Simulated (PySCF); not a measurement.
PySCF input file for Cl2H2Si, SMILES Cl[SiH2]Cl (connectivity only; charge and spin as stated), charge +1, multiplicity 2, SMD-ωB97X/def2-SVP. The structure is a stationary point at B3LYP-D3(BJ)/def2-TZVP. A frequency run showed that this geometry is not a minimum. The spin state was assumed, not searched. The isomer is the one that the SMILES or the coordinates give; other isomers of the formula were not compared.

```python
import numpy as np
from pyscf import gto, scf, dft
from pyscf.solvent import smd

mol = gto.M(
    atom='''
    Si    0.00000000    0.00000000   -0.66878207
    Cl    1.72767010    0.00000000    0.36789062
    Cl   -1.72767010    0.00000000    0.36789062
    H     0.00000000   -1.21656736   -1.57266594
    H     0.00000000    1.21656736   -1.57266594
    ''',
    basis='def2-SVP',
    charge=1,
    spin=1,
    max_memory=1600,
    verbose=3,
)
mf = dft.UKS(mol, xc='wb97x').density_fit(auxbasis='def2-universal-jkfit')
mf.grids.level = 3
mf.conv_tol = 1e-9
mf.max_cycle = 100
mf.kernel()
fine, coarse = mf.grids, dft.Grids(mol).set(level=1).build(with_non0tab=True)
for _ in range(3):  # follow internal instabilities
    mf.grids = coarse
    mo, _, stable, _ = mf.stability(return_status=True, nroots=4)
    mf.grids = fine
    if stable:
        break
    mf.kernel(mf.make_rdm1(mo, mf.mo_occ))
res = {}
for name in ['water', 'methanol', 'ethylethanoate']:
    s = mf.SMD()
    s.with_solvent.solvent, s.with_solvent.sasa_ng = name, 302
    s.kernel(mf.make_rdm1())
    res[name] = (s.e_tot, s.with_solvent.get_cds(), s.dip_moment(), s.mo_energy, s.converged)
    print(f'SMD {name}: dG(solv) = {(s.e_tot - mf.e_tot) * 627.509474:.3f} kcal/mol, of which CDS {res[name][1] * 627.509474:.3f}')
```

Log of the run:

```

WARN: HOMO -0.350312213105253 >= LUMO -0.350312213105252

converged SCF energy = -1210.37119347273  <S^2> = 0.76000815  2S+1 = 2.0099832
<class 'pyscf.df.df_jk.DFUKS'> wavefunction is stable in the internal stability analysis
converged SCF energy = -1210.46462111471  <S^2> = 0.76074063  2S+1 = 2.0107119

WARN: System has nonzero charge 1; the dipole moment is origin-dependent.
Location of origin: [0. 0. 0.]

Dipole moment(X, Y, Z, Debye):  0.00000,  0.00000, -4.19621
SMD water: dG(solv) = -58.627 kcal/mol, of which CDS 1.847
converged SCF energy = -1210.46833523015  <S^2> = 0.76072548  2S+1 = 2.0106969

WARN: System has nonzero charge 1; the dipole moment is origin-dependent.
Location of origin: [0. 0. 0.]

Dipole moment(X, Y, Z, Debye): -0.00000,  0.00000, -4.15273
SMD methanol: dG(solv) = -60.957 kcal/mol, of which CDS -1.679
converged SCF energy = -1210.45414061325  <S^2> = 0.76060776  2S+1 = 2.0105798

WARN: System has nonzero charge 1; the dipole moment is origin-dependent.
Location of origin: [0. 0. 0.]

Dipole moment(X, Y, Z, Debye):  0.00000,  0.00000, -3.85651
SMD ethylethanoate: dG(solv) = -52.050 kcal/mol, of which CDS -1.696
```

Self-consistency was reached.

Cost: around 40 core-seconds (rough).
